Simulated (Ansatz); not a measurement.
A short molecular-dynamics run on `NB(F)[SiH3]`.

```yaml
crystal:
  periodic: [false, false, false]
  atoms:
    - {symbol: N, position_ang: [0.573750, 1.486291, -0.437476]}
    - {symbol: B, position_ang: [0.625213, 0.096376, -0.469445]}
    - {symbol: F, position_ang: [1.592837, -0.476349, -1.204614]}
    - {symbol: Si, position_ang: [-0.693105, -1.074014, 0.538471]}
    - {symbol: H, position_ang: [1.228100, 2.065449, -0.940358]}
    - {symbol: H, position_ang: [-0.115755, 1.994775, 0.086309]}
    - {symbol: H, position_ang: [-1.468532, -1.934978, -0.396991]}
    - {symbol: H, position_ang: [0.008292, -1.965654, 1.502935]}
    - {symbol: H, position_ang: [-1.662199, -0.238096, 1.304169]}
basis:
  gaussian: {orbitals: def2-SVP}
hamiltonian: {xc: {name: PBE}, dispersion: d4}
md: {timestep: 0.5 fs, n_steps: 50, ensemble: nvt_nose_hoover, temperature: 700, initial_velocities: maxwell_boltzmann, seed: 398}
```

```sh
$ ansatz run in.yaml --threads 2 --pin off --events-out ev --progress --plain --max-ram 4352MiB
```

| step | time (fs) | potential energy (eV) | kinetic (eV) | T (K) | conserved (eV) |
| --- | --- | --- | --- | --- | --- |
| 0 | 0.0 | -12828.7996 | 0.6334 | 700 | -12828.1662 |
| 1 | 0.5 | -12828.7837 | 0.6179 | 683 | -12828.1659 |
| 2 | 1.0 | -12828.7572 | 0.5918 | 654 | -12828.1654 |
| 3 | 1.5 | -12828.7271 | 0.5621 | 621 | -12828.1650 |
| 4 | 2.0 | -12828.6996 | 0.5348 | 591 | -12828.1649 |
| 5 | 2.5 | -12828.6774 | 0.5125 | 566 | -12828.1649 |
| 6 | 3.0 | -12828.6591 | 0.4940 | 546 | -12828.1652 |
| 7 | 3.5 | -12828.6412 | 0.4759 | 526 | -12828.1654 |
| 8 | 4.0 | -12828.6205 | 0.4552 | 503 | -12828.1654 |
| 9 | 4.5 | -12828.5959 | 0.4307 | 476 | -12828.1654 |
| 10 | 5.0 | -12828.5681 | 0.4030 | 445 | -12828.1653 |
| 11 | 5.5 | -12828.5391 | 0.3742 | 414 | -12828.1651 |
| 12 | 6.0 | -12828.5113 | 0.3465 | 383 | -12828.1650 |
| 13 | 6.5 | -12828.4866 | 0.3220 | 356 | -12828.1649 |
| 14 | 7.0 | -12828.4663 | 0.3017 | 333 | -12828.1649 |
| 15 | 7.5 | -12828.4502 | 0.2856 | 316 | -12828.1650 |
| 16 | 8.0 | -12828.4369 | 0.2722 | 301 | -12828.1651 |
| 17 | 8.5 | -12828.4242 | 0.2595 | 287 | -12828.1652 |
| 18 | 9.0 | -12828.4102 | 0.2455 | 271 | -12828.1653 |
| 19 | 9.5 | -12828.3946 | 0.2301 | 254 | -12828.1651 |
| 20 | 10.0 | -12828.3796 | 0.2155 | 238 | -12828.1648 |
| 21 | 10.5 | -12828.3700 | 0.2063 | 228 | -12828.1645 |
| 22 | 11.0 | -12828.3706 | 0.2071 | 229 | -12828.1644 |
| 23 | 11.5 | -12828.3831 | 0.2195 | 243 | -12828.1646 |
| 24 | 12.0 | -12828.4047 | 0.2408 | 266 | -12828.1650 |
| 25 | 12.5 | -12828.4293 | 0.2651 | 293 | -12828.1654 |
| 26 | 13.0 | -12828.4506 | 0.2864 | 316 | -12828.1656 |
| 27 | 13.5 | -12828.4648 | 0.3006 | 332 | -12828.1657 |
| 28 | 14.0 | -12828.4708 | 0.3070 | 339 | -12828.1656 |
| 29 | 14.5 | -12828.4703 | 0.3067 | 339 | -12828.1654 |
| 30 | 15.0 | -12828.4656 | 0.3024 | 334 | -12828.1653 |
| 31 | 15.5 | -12828.4594 | 0.2966 | 328 | -12828.1651 |
| 32 | 16.0 | -12828.4538 | 0.2912 | 322 | -12828.1650 |
| 33 | 16.5 | -12828.4502 | 0.2879 | 318 | -12828.1650 |
| 34 | 17.0 | -12828.4494 | 0.2873 | 318 | -12828.1650 |
| 35 | 17.5 | -12828.4513 | 0.2894 | 320 | -12828.1651 |
| 36 | 18.0 | -12828.4547 | 0.2929 | 324 | -12828.1652 |
| 37 | 18.5 | -12828.4582 | 0.2966 | 328 | -12828.1653 |
| 38 | 19.0 | -12828.4608 | 0.2995 | 331 | -12828.1652 |
| 39 | 19.5 | -12828.4629 | 0.3020 | 334 | -12828.1651 |
| 40 | 20.0 | -12828.4667 | 0.3062 | 338 | -12828.1650 |
| 41 | 20.5 | -12828.4742 | 0.3140 | 347 | -12828.1650 |
| 42 | 21.0 | -12828.4854 | 0.3253 | 360 | -12828.1652 |
| 43 | 21.5 | -12828.4969 | 0.3368 | 372 | -12828.1655 |
| 44 | 22.0 | -12828.5034 | 0.3433 | 379 | -12828.1658 |
| 45 | 22.5 | -12828.5005 | 0.3407 | 377 | -12828.1658 |
| 46 | 23.0 | -12828.4870 | 0.3278 | 362 | -12828.1657 |
| 47 | 23.5 | -12828.4654 | 0.3068 | 339 | -12828.1653 |
| 48 | 24.0 | -12828.4404 | 0.2825 | 312 | -12828.1650 |
| 49 | 24.5 | -12828.4176 | 0.2603 | 288 | -12828.1647 |
| 50 | 25.0 | -12828.4018 | 0.2450 | 271 | -12828.1645 |

Velocities are drawn at the set temperature; a run this short doesn't reach equilibrium.

Frames (Å, forces in eV/Å):

```xyz
9
time=0.0 fs
N     0.574    1.486   -0.437   -0.065   -0.193    0.051
B     0.625    0.096   -0.469   -0.174   -0.238    0.133
F     1.593   -0.476   -1.205    0.368   -0.260   -0.280
Si   -0.693   -1.074    0.538    0.176    0.206   -0.133
H     1.228    2.065   -0.940    0.440    0.380   -0.337
H    -0.116    1.995    0.086   -0.464    0.363    0.353
H    -1.469   -1.935   -0.397   -0.182   -0.204   -0.188
H     0.008   -1.966    1.503    0.134   -0.210    0.219
H    -1.662   -0.238    1.304   -0.234    0.156    0.183
9
time=1.0 fs
N     0.576    1.493   -0.438   -0.895   -0.889    0.702
B     0.620    0.100   -0.466    0.146   -0.208   -0.120
F     1.595   -0.483   -1.205    0.036   -0.070   -0.049
Si   -0.694   -1.071    0.535    0.277    0.571    0.318
H     1.213    2.055   -0.945    0.985    0.978   -0.754
H    -0.124    1.982    0.105   -0.180    0.307    0.120
H    -1.417   -1.962   -0.365   -0.553   -0.463   -0.596
H     0.012   -1.971    1.472    0.294   -0.278    0.389
H    -1.669   -0.265    1.349   -0.110    0.051   -0.009
9
time=2.0 fs
N     0.577    1.500   -0.437   -1.318   -1.074    1.056
B     0.615    0.103   -0.463    0.452   -0.176   -0.364
F     1.597   -0.490   -1.205   -0.273    0.109    0.165
Si   -0.696   -1.068    0.533    0.296    0.813    0.739
H     1.207    2.054   -0.957    1.026    1.120   -0.788
H    -0.133    1.973    0.126    0.193    0.202   -0.193
H    -1.370   -1.994   -0.340   -0.816   -0.648   -0.888
H     0.019   -1.979    1.446    0.406   -0.285    0.495
H    -1.678   -0.291    1.394    0.033   -0.061   -0.221
9
time=3.0 fs
N     0.577    1.506   -0.436   -1.112   -0.776    0.892
B     0.610    0.106   -0.461    0.732   -0.145   -0.590
F     1.599   -0.497   -1.206   -0.548    0.271    0.353
Si   -0.697   -1.065    0.530    0.224    0.784    1.032
H     1.211    2.063   -0.976    0.510    0.741   -0.352
H    -0.141    1.966    0.144    0.487    0.144   -0.454
H    -1.331   -2.032   -0.322   -0.909   -0.650   -0.976
H     0.030   -1.989    1.423    0.450   -0.215    0.520
H    -1.686   -0.317    1.437    0.166   -0.155   -0.425
9
time=4.0 fs
N     0.577    1.511   -0.435   -0.527   -0.334    0.390
B     0.606    0.108   -0.458    0.973   -0.114   -0.787
F     1.601   -0.503   -1.206   -0.785    0.417    0.514
Si   -0.698   -1.062    0.527    0.092    0.433    1.157
H     1.219    2.080   -0.998   -0.212    0.139    0.289
H    -0.144    1.960    0.158    0.607    0.173   -0.579
H    -1.301   -2.076   -0.314   -0.839   -0.427   -0.852
H     0.045   -2.001    1.406    0.422   -0.074    0.465
H    -1.692   -0.346    1.476    0.268   -0.213   -0.597
9
time=5.0 fs
N     0.576    1.516   -0.433    0.100   -0.066   -0.169
B     0.603    0.111   -0.457    1.162   -0.080   -0.944
F     1.602   -0.510   -1.206   -0.979    0.546    0.643
Si   -0.699   -1.058    0.526   -0.036   -0.162    1.146
H     1.225    2.097   -1.017   -0.775   -0.367    0.820
H    -0.141    1.955    0.167    0.534    0.284   -0.543
H    -1.279   -2.124   -0.313   -0.670   -0.037   -0.586
H     0.064   -2.015    1.393    0.335    0.112    0.353
H    -1.696   -0.376    1.509    0.328   -0.231   -0.720
9
time=6.0 fs
N     0.575    1.521   -0.431    0.585   -0.083   -0.611
B     0.601    0.114   -0.456    1.288   -0.043   -1.052
F     1.603   -0.516   -1.205   -1.130    0.658    0.741
Si   -0.700   -1.055    0.524   -0.101   -0.855    1.055
H     1.224    2.112   -1.029   -1.027   -0.631    1.087
H    -0.133    1.954    0.170    0.304    0.444   -0.372
H    -1.263   -2.172   -0.319   -0.475    0.409   -0.280
H     0.086   -2.027    1.384    0.215    0.308    0.216
H    -1.696   -0.408    1.536    0.340   -0.206   -0.784
9
time=7.0 fs
N     0.575    1.526   -0.430    0.818   -0.360   -0.826
B     0.600    0.116   -0.456    1.341   -0.008   -1.103
F     1.603   -0.521   -1.204   -1.235    0.753    0.805
Si   -0.701   -1.052    0.523   -0.073   -1.511    0.921
H     1.214    2.120   -1.031   -0.940   -0.617    1.046
H    -0.123    1.956    0.170    0.008    0.595   -0.135
H    -1.252   -2.216   -0.327   -0.306    0.810   -0.008
H     0.110   -2.036    1.376    0.087    0.482    0.083
H    -1.694   -0.442    1.555    0.300   -0.144   -0.784
9
time=8.0 fs
N     0.575    1.531   -0.429    0.685   -0.822   -0.701
B     0.601    0.119   -0.458    1.319    0.019   -1.094
F     1.603   -0.527   -1.203   -1.295    0.831    0.836
Si   -0.702   -1.049    0.522    0.049   -2.049    0.752
H     1.194    2.123   -1.023   -0.525   -0.318    0.688
H    -0.112    1.965    0.169   -0.230    0.662    0.062
H    -1.243   -2.253   -0.335   -0.180    1.114    0.198
H     0.135   -2.040    1.370   -0.030    0.614   -0.026
H    -1.688   -0.478    1.566    0.207   -0.050   -0.716
9
time=9.0 fs
N     0.576    1.535   -0.429    0.151   -1.360   -0.194
B     0.602    0.121   -0.460    1.224    0.034   -1.027
F     1.602   -0.532   -1.202   -1.308    0.888    0.835
Si   -0.703   -1.047    0.521    0.249   -2.435    0.547
H     1.170    2.123   -1.008    0.149    0.225    0.067
H    -0.104    1.979    0.168   -0.310    0.583    0.127
H    -1.237   -2.279   -0.341   -0.099    1.305    0.330
H     0.160   -2.039    1.363   -0.120    0.691   -0.100
H    -1.681   -0.514    1.571    0.066    0.069   -0.584
9
time=10.0 fs
N     0.576    1.538   -0.428   -0.571   -1.764    0.498
B     0.605    0.124   -0.463    1.063    0.032   -0.911
F     1.600   -0.536   -1.200   -1.277    0.924    0.801
Si   -0.704   -1.046    0.521    0.503   -2.660    0.309
H     1.147    2.125   -0.993    0.851    0.814   -0.602
H    -0.098    1.999    0.168   -0.220    0.355    0.045
H    -1.231   -2.293   -0.344   -0.058    1.385    0.393
H     0.184   -2.031    1.355   -0.178    0.711   -0.134
H    -1.673   -0.550    1.570   -0.114    0.202   -0.398
9
time=11.0 fs
N     0.577    1.540   -0.428   -1.020   -1.702    0.925
B     0.608    0.126   -0.467    0.848    0.011   -0.755
F     1.598   -0.540   -1.197   -1.201    0.935    0.736
Si   -0.704   -1.046    0.521    0.780   -2.716    0.059
H     1.133    2.134   -0.983    1.198    1.058   -0.932
H    -0.094    2.023    0.169   -0.043    0.044   -0.113
H    -1.226   -2.293   -0.344   -0.052    1.359    0.389
H     0.206   -2.016    1.346   -0.199    0.675   -0.128
H    -1.666   -0.583    1.565   -0.311    0.336   -0.180
9
time=12.0 fs
N     0.576    1.541   -0.427   -0.887   -1.012    0.778
B     0.612    0.129   -0.472    0.589   -0.025   -0.569
F     1.595   -0.544   -1.194   -1.083    0.922    0.642
Si   -0.705   -1.046    0.520    1.043   -2.592   -0.158
H     1.129    2.154   -0.982    0.981    0.704   -0.704
H    -0.091    2.047    0.169    0.112   -0.260   -0.253
H    -1.222   -2.280   -0.340   -0.082    1.224    0.316
H     0.226   -1.995    1.336   -0.182    0.588   -0.082
H    -1.662   -0.613    1.559   -0.492    0.452    0.030
9
time=13.0 fs
N     0.576    1.541   -0.425   -0.322    0.011    0.209
B     0.617    0.132   -0.477    0.297   -0.057   -0.361
F     1.591   -0.547   -1.191   -0.928    0.884    0.523
Si   -0.705   -1.048    0.520    1.251   -2.271   -0.282
H     1.134    2.179   -0.987    0.422   -0.042   -0.131
H    -0.087    2.068    0.166    0.176   -0.486   -0.311
H    -1.218   -2.256   -0.332   -0.152    0.971    0.168
H     0.244   -1.969    1.325   -0.129    0.455   -0.003
H    -1.663   -0.639    1.552   -0.615    0.536    0.187
9
time=14.0 fs
N     0.574    1.541   -0.423    0.336    0.891   -0.435
B     0.622    0.134   -0.482   -0.021   -0.063   -0.137
F     1.588   -0.550   -1.188   -0.741    0.822    0.383
Si   -0.705   -1.050    0.520    1.373   -1.753   -0.258
H     1.144    2.205   -0.994   -0.115   -0.763    0.412
H    -0.081    2.085    0.160    0.120   -0.592   -0.262
H    -1.216   -2.223   -0.324   -0.264    0.597   -0.061
H     0.262   -1.938    1.314   -0.045    0.286    0.104
H    -1.670   -0.660    1.548   -0.643    0.574    0.253
9
time=15.0 fs
N     0.574    1.542   -0.422    0.885    1.351   -0.946
B     0.627    0.137   -0.488   -0.357   -0.026    0.097
F     1.583   -0.552   -1.184   -0.529    0.739    0.228
Si   -0.704   -1.053    0.519    1.405   -1.073   -0.069
H     1.152    2.223   -0.997   -0.432   -1.208    0.726
H    -0.074    2.096    0.152   -0.047   -0.574   -0.114
H    -1.216   -2.184   -0.316   -0.416    0.125   -0.360
H     0.278   -1.904    1.304    0.054    0.098    0.222
H    -1.683   -0.676    1.546   -0.564    0.567    0.216
9
time=16.0 fs
N     0.573    1.544   -0.421    1.238    1.351   -1.247
B     0.632    0.139   -0.493   -0.702    0.054    0.337
F     1.579   -0.554   -1.180   -0.300    0.640    0.065
Si   -0.703   -1.056    0.518    1.359   -0.330    0.243
H     1.157    2.230   -0.993   -0.485   -1.308    0.769
H    -0.068    2.102    0.143   -0.281   -0.462    0.092
H    -1.220   -2.144   -0.311   -0.584   -0.380   -0.687
H     0.296   -1.869    1.296    0.147   -0.088    0.334
H    -1.701   -0.686    1.546   -0.392    0.523    0.093
9
time=17.0 fs
N     0.574    1.546   -0.421    1.315    0.961   -1.271
B     0.636    0.142   -0.499   -1.044    0.159    0.573
F     1.574   -0.555   -1.176   -0.065    0.533   -0.099
Si   -0.701   -1.060    0.518    1.246    0.325    0.575
H     1.157    2.225   -0.982   -0.275   -1.059    0.551
H    -0.064    2.104    0.135   -0.502   -0.325    0.285
H    -1.230   -2.107   -0.313   -0.717   -0.798   -0.953
H     0.314   -1.835    1.291    0.205   -0.250    0.416
H    -1.723   -0.691    1.547   -0.163    0.455   -0.076
9
time=18.0 fs
N     0.575    1.550   -0.422    1.025    0.297   -0.959
B     0.639    0.144   -0.503   -1.361    0.266    0.791
F     1.569   -0.557   -1.173    0.160    0.426   -0.253
Si   -0.699   -1.063    0.518    1.066    0.733    0.796
H     1.155    2.210   -0.966    0.186   -0.484    0.099
H    -0.065    2.102    0.129   -0.612   -0.242    0.378
H    -1.247   -2.078   -0.324   -0.747   -1.003   -1.054
H     0.335   -1.803    1.290    0.204   -0.369    0.448
H    -1.746   -0.692    1.547    0.078    0.377   -0.247
9
time=19.0 fs
N     0.577    1.553   -0.423    0.399   -0.451   -0.368
B     0.641    0.147   -0.507   -1.626    0.347    0.973
F     1.564   -0.558   -1.169    0.360    0.327   -0.386
Si   -0.696   -1.066    0.518    0.819    0.823    0.822
H     1.154    2.190   -0.948    0.794    0.284   -0.470
H    -0.072    2.098    0.127   -0.546   -0.253    0.321
H    -1.271   -2.058   -0.344   -0.628   -0.938   -0.926
H     0.358   -1.775    1.294    0.131   -0.438    0.423
H    -1.769   -0.689    1.544    0.297    0.300   -0.388
9
time=20.0 fs
N     0.580    1.556   -0.425   -0.262   -0.964    0.208
B     0.641    0.150   -0.511   -1.814    0.377    1.099
F     1.560   -0.559   -1.166    0.518    0.249   -0.488
Si   -0.694   -1.069    0.518    0.533    0.654    0.657
H     1.161    2.173   -0.936    1.255    0.902   -0.878
H    -0.084    2.091    0.128   -0.322   -0.325    0.135
H    -1.300   -2.047   -0.374   -0.373   -0.663   -0.599
H     0.382   -1.751    1.301   -0.006   -0.461    0.346
H    -1.788   -0.683    1.538    0.471    0.231   -0.481
9
time=21.0 fs
N     0.582    1.559   -0.427   -0.505   -0.932    0.392
B     0.640    0.154   -0.513   -1.906    0.340    1.160
F     1.555   -0.559   -1.162    0.623    0.199   -0.551
Si   -0.691   -1.072    0.519    0.264    0.360    0.379
H     1.180    2.164   -0.931    1.204    0.991   -0.825
H    -0.099    2.082    0.130   -0.033   -0.381   -0.096
H    -1.334   -2.042   -0.409   -0.047   -0.304   -0.175
H     0.405   -1.732    1.312   -0.185   -0.450    0.233
H    -1.804   -0.675    1.528    0.585    0.177   -0.517
9
time=22.0 fs
N     0.584    1.561   -0.428   -0.185   -0.426    0.110
B     0.637    0.158   -0.514   -1.892    0.237    1.151
F     1.551   -0.560   -1.159    0.667    0.183   -0.571
Si   -0.688   -1.074    0.519    0.060    0.065    0.071
H     1.210    2.164   -0.934    0.601    0.549   -0.329
H    -0.114    2.068    0.131    0.214   -0.356   -0.280
H    -1.367   -2.041   -0.446    0.277    0.029    0.240
H     0.427   -1.716    1.325   -0.374   -0.420    0.106
H    -1.814   -0.666    1.512    0.633    0.139   -0.496
9
time=23.0 fs
N     0.586    1.562   -0.429    0.426    0.154   -0.373
B     0.633    0.162   -0.514   -1.778    0.080    1.077
F     1.548   -0.561   -1.157    0.651    0.202   -0.550
Si   -0.684   -1.077    0.520   -0.055   -0.165   -0.219
H     1.245    2.170   -0.940   -0.205   -0.056    0.285
H    -0.127    2.052    0.130    0.346   -0.227   -0.362
H    -1.399   -2.039   -0.481    0.549    0.275    0.580
H     0.446   -1.705    1.339   -0.546   -0.385   -0.016
H    -1.818   -0.655    1.492    0.613    0.122   -0.420
9
time=24.0 fs
N     0.588    1.564   -0.431    1.001    0.494   -0.794
B     0.627    0.166   -0.513   -1.579   -0.113    0.952
F     1.544   -0.561   -1.155    0.582    0.252   -0.495
Si   -0.681   -1.079    0.520   -0.082   -0.314   -0.477
H     1.279    2.175   -0.943   -0.860   -0.504    0.737
H    -0.138    2.033    0.125    0.342   -0.013   -0.333
H    -1.425   -2.034   -0.511    0.749    0.425    0.821
H     0.459   -1.697    1.353   -0.679   -0.356   -0.118
H    -1.816   -0.643    1.468    0.526    0.128   -0.293
9
time=25.0 fs
N     0.591    1.566   -0.433    1.355    0.516   -1.028
B     0.619    0.170   -0.511   -1.317   -0.322    0.793
F     1.541   -0.561   -1.152    0.475    0.325   -0.414
Si   -0.678   -1.082    0.521   -0.036   -0.389   -0.704
H     1.305    2.175   -0.940   -1.200   -0.680    0.927
H    -0.145    2.014    0.117    0.232    0.243   -0.221
H    -1.443   -2.025   -0.532    0.876    0.485    0.963
H     0.466   -1.693    1.366   -0.762   -0.336   -0.191
H    -1.809   -0.629    1.441    0.378    0.158   -0.126
```

Run time 50 s (2 threads of an Arm Neoverse V2 on a shared host); peak host memory 0.11 GiB.
